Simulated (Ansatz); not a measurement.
Computed with Ansatz on PBE0-D4/def2-TZVP structures; ΔE is electronic, products minus reactants. CCSD(T)/CBS adds triple-zeta CCSD(T) − MP2 to the extrapolated MP2 energy (def2 sets, frozen cores). DFT in def2-TZVPP. B3LYP here is the variant with VWN-RPA as its local correlation; programs differ in this. One conformer a species, not always the lowest.

`F[SiH2]OP` + `C[SiH2]C(N)=O` → `NC(=O)[SiH2]F` + `C[SiH2]OP`  (redistribution)

(1) Is it downhill or uphill in electronic energy at CCSD(T)/CBS, and by how much? (Estimate.)

(2) What do these levels give: PBE-D4, r2SCAN-D4, B3LYP-D4, PBE0, B3LYP, HF/def2-TZVPP, MP2/def2-TZVPP, SCS-MP2/def2-TZVPP, HF/def2-QZVPP, SCS-MP2/def2-QZVPP, MP2/CBS(def2), CCSD/CBS(def2)? (Best estimate.)

Largest T1 diagnostic among the species: 0.015.

Results:

(1) Ansatz gave: Uphill: ΔE = +0.16 eV.

(2) Computed: PBE-D4 0.14, r2SCAN-D4 0.15, B3LYP-D4 0.14, PBE0 0.16, B3LYP 0.15, HF/def2-TZVPP 0.17, MP2/def2-TZVPP 0.16, SCS-MP2/def2-TZVPP 0.16, HF/def2-QZVPP 0.17, SCS-MP2/def2-QZVPP 0.15, MP2/CBS(def2) 0.15, CCSD/CBS(def2) 0.16 eV.
